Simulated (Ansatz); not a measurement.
Total energies of C₂H₃AlF₂ (`FC(F)=[CH][AlH2]`).

```xyz
8

F     1.295   -1.176    1.932
C     0.631   -0.868    0.840
F     0.454   -1.967    0.142
C     0.211    0.339    0.497
Al   -0.761    0.737   -1.119
H     0.466    1.106    1.222
H    -1.188    2.242   -1.365
H    -1.108   -0.413   -2.150
```

Total charge 0; spin multiplicity 1. The structure was optimised at the PBE0-D4/def2-TZVP level. Basis def2-TZVPP, Ansatz.

RPA on PBE orbitals: Hartree–Fock energy of these orbitals -518.30583 Eh, correlation -1.40283 Eh (frozen core).

```csv
functional,energy without D4 (Eh),D4 term (kJ/mol)
LDA (SPW92),-517.18083,–
PBE,-519.79359,-13.3
revPBE,-520.07795,-42.1
BLYP,-520.18044,-29.6
r2SCAN,-520.06618,-3.2
B97M-V,-520.10047,–
PBE0,-519.82030,-11.2
B3LYP,-520.24803,-21.5
r2SCANh,-520.04856,-3.4
r2SCAN0,-520.02346,-3.7
HSE06 (plane-wave form),-519.80201,-10.4
BHLYP,-520.10129,-16.3
CAM-B3LYP,-520.14035,-11.3
LC-ωPBE,-519.97187,–
ωB97X-V,-520.09042,–
ωB97M-V,-520.12390,–
B2PLYP,-519.92916,–
PBE-QIDH,-519.69254,–
```

B3LYP takes the VWN-RPA correlation (the form of Gaussian; ORCA's B3LYP/G). HSE06 is the plane-wave form, built on full-range PBE exchange. The double hybrids freeze the cores in their second-order part.

LC-ωPBE has ω = 0.4 bohr⁻¹.
